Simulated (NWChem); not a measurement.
Species: SbClF2; SMILES [F][Sb]([Cl])[F]

Results from NWChem. Geometry: optimised at PBE0/def2-SVP. def2 effective core potentials on Sb; no spin-orbit coupling. Level: PBE0/def2-SVPD; the question gives the wavelength of the field.

Predict the results for field 589 nm. Quantities: isotropic polarisability (bohr³); anisotropy (bohr³).


```json
{
  "isotropic polarisability (bohr³)": "54.7",
  "anisotropy (bohr³)": "21.4"
}
```
